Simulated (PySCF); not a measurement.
**State search for AsH⁺**

Unrestricted PBE0; PySCF, scalar-relativistic core potentials, basis sets As cc-pVTZ-PP with ECP10, H cc-pVTZ. Outer shells of the fragments: As+ 3d10 4s2 4p2; H 1s1.

Followed along the bond (rough minima from three points):

```json
{"2Ms+1": "2", "unpaired": "π ↑", "⟨S²⟩ at the start": "0.75", "R at minimum (Å)": "1.54", "Te (eV)": "0.00"}
{"2Ms+1": "4", "unpaired": "σ ↑, π ↑↑", "⟨S²⟩ at the start": "3.75", "R at minimum (Å)": "none in the scan", "Te (eV)": "≤ 1.80"}
```

Solutions found at the starting distance of 1.595 Å, counted from the lowest of them; the search is not exhaustive and high or unbound solutions are not listed, so other states can lie among these:

| 2Ms+1 | unpaired | term | E (eV) | ⟨S²⟩ | ⟨Lz²⟩ | μ (D) |
| --- | --- | --- | --- | --- | --- | --- |
| 2 | π ↑ | ²Π | 0.00 | 0.75 | 1.01 | 0.73 |
| 4 | σ ↑, π ↑↑ | ⁴Σ⁻ | 1.79 | 3.75 | 0.00 | 1.46 |
| 2 | σ ↓, π ↑↑ | mixed | 2.41 | 1.77 | 0.00 | 1.59 |
| 2 | σ ↑, π ↑↓ | mixed | 2.51 | 1.77 | 2.02 | 1.54 |
| 2 | σ ↑ | mixed | 3.71 | 0.76 | 2.01 | 1.55 |
| 4 | σ ↑↑, π ↑ | ⁴Π | 6.85 | 3.75 | 1.00 | 0.43 |
| 2 | π ↑ | ²Π | 8.44 | 0.78 | 1.01 | 2.27 |

A term symbol is given only where ⟨S²⟩ and ⟨Lz²⟩ are close to those of a pure state; real π, δ and φ orbitals otherwise mix terms. A positive dipole points towards H; it is taken about the centre of mass and depends on that origin.

Spin–orbit coupling is left out. Counting both spins, an empty level lies below a filled one in some of these solutions, because spin and occupation are held.
